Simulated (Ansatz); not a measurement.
CH6F2GeSi (`[CH3][Ge]([F])([F])[SiH3]`), charge 0, multiplicity 1.

(1) Give a relaxed structure at PBE0-D4/def2-TZVP (Ansatz 0.2.0). (Best estimate.)

Answers

(1) Ansatz gave: 
Cartesian coordinates in Å:
```
C 1.3700 0.0834 1.2927
Ge -0.3646 0.3218 0.4773
F -1.5308 -0.3855 1.5590
F -0.7253 2.0234 0.5493
Si -0.8870 -0.4281 -1.7299
H 1.3444 0.5166 2.2934
H 1.6092 -0.9781 1.3656
H 2.1366 0.5861 0.7021
H -0.6853 -1.8979 -1.7915
H -2.2967 -0.0831 -2.0309
H 0.0295 0.2414 -2.6872
```
Point group Cs.
This is one stationary point; other conformers may exist.
